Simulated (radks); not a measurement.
Results of a calculation; reference values are marked as such.
Task: All-electron atom: Xe14+ in [Kr] 4d4. Level of theory: Dirac Kohn-Sham, exchange-only PBE, spin-unpolarised, spherical densities, finite nucleus; open shells fill j = l - 1/2 first; Fermi nuclear charge, rms radius 4.7859 fm (a radial shooting solver on a logarithmic mesh with Libxc functionals).

Spin-orbit splittings of the eigenvalues, e(l+1/2) - e(l-1/2), with zeta = 2 splitting/(2l+1) and mean radii in bohr:

| shell | occ. | splitting (eV) | zeta (eV) | <r> j=l-1/2 | <r> j=l+1/2 |
|---|---|---|---|---|---|
| 2p | 6 | 324.8 | 216.5 | 0.09617 | 0.1020 |
| 3p | 6 | 62.23 | 41.49 | 0.2950 | 0.3065 |
| 3d | 10 | 13.23 | 5.291 | 0.2768 | 0.2805 |
| 4p | 6 | 14.34 | 9.559 | 0.7009 | 0.7223 |
| 4d | 4 | ? | ? | 0.7595 | 0.7661 |

Estimate the 4d splitting.

Result: 2.683 eV (zeta = 1.073 eV).
